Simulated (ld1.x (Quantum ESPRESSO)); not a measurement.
**Plane-wave convergence, TM potential for Mg (Z = 12)**

```json
{
  "Element": "magnesium",
  "Generator": "ld1.x (Quantum ESPRESSO) 7.5",
  "Type": "norm-conserving Troullier–Martins (Kleinman–Bylander form)",
  "Functional": "LDA (PZ)",
  "Relativity": "scalar-relativistic",
  "Frozen core": "[He]",
  "Valence charge": "10",
  "Reference configuration": "2s2 2p6 3s1.5 3p0.5",
  "Partial waves": "2s (bound): rc 0.70 bohr; 2p (bound): rc 0.90 bohr; 3d channel at 0.3 Ry: rc 0.90 bohr",
  "Local potential": "all-electron potential smoothed inside 0.60 bohr (lloc = -2)",
  "Core correction": "Bessel-smoothed model core, default radius (core density twice the valence density)"
}
```

Occupied shells without a wave of their own: 3p, 3s. They enter only through the test configuration that unscreens the potential, and ld1.x also counts them in the model core charge.

The pseudo-atom Hamiltonian at the reference potential is diagonalised in spherical Bessel functions j_l(qr) that vanish at 20 bohr, with q² up to the cutoff. All-electron valence levels (Ry): 2s -5.9058, 3s -0.3903, 2p -3.5114, 3p -0.1314.

Problem. How do the lowest levels (Ry) of each channel move with the cutoff, and are there ghosts?

Solution.

| cutoff (Ry) | s #1 | s #2 | p #1 | p #2 | d #1 | d #2 | f #1 | Σ f·Δε (mRy) |
| --- | --- | --- | --- | --- | --- | --- | --- | --- |
| 8 | -4.5408 | -0.2900 | -0.5511 | -0.0165 | 0.0360 | 0.1177 | 0.0951 | 20700.6 |
| 15 | -5.3972 | -0.3521 | -0.9135 | -0.0387 | 0.0360 | 0.1175 | 0.0951 | 16709.3 |
| 25 | -5.6936 | -0.3785 | -1.3396 | -0.0591 | 0.0360 | 0.1174 | 0.0951 | 13510.0 |
| 35 | -5.7140 | -0.3814 | -1.7447 | -0.0754 | 0.0359 | 0.1173 | 0.0951 | 11026.1 |
| 50 | -5.7360 | -0.3821 | -2.2472 | -0.0930 | 0.0359 | 0.1173 | 0.0951 | 7957.4 |
| 70 | -5.8008 | -0.3853 | -2.7951 | -0.1103 | 0.0359 | 0.1173 | 0.0951 | 4526.8 |
| 100 | -5.8713 | -0.3891 | -3.3076 | -0.1251 | 0.0359 | 0.1173 | 0.0951 | 1297.7 |
| 140 | -5.8989 | -0.3907 | -3.4851 | -0.1301 | 0.0359 | 0.1173 | 0.0951 | 172.7 |
| 180 | -5.9002 | -0.3908 | -3.5095 | -0.1308 | 0.0359 | 0.1173 | 0.0951 | 22.8 |
| 260 | -5.9036 | -0.3910 | -3.5108 | -0.1308 | 0.0359 | 0.1173 | 0.0951 | 8.2 |
| 400 | -5.9058 | -0.3911 | -3.5114 | -0.1308 | 0.0359 | 0.1173 | 0.0951 | 0.0 |

Result: no extra level below or beside the all-electron valence levels (s, p, d, f tested); 10 mRy is reached at 260 Ry and 1 mRy at over 300 Ry.

ld1.x takes every shell without a wave as core, so the model core holds the 3p, 3s electrons as well and exchange and correlation see them twice. This cancels in the reference configuration, but the file is broken for other ones, and its errors say nothing about a proper core correction. Its largest configuration-test error is -1032 meV.
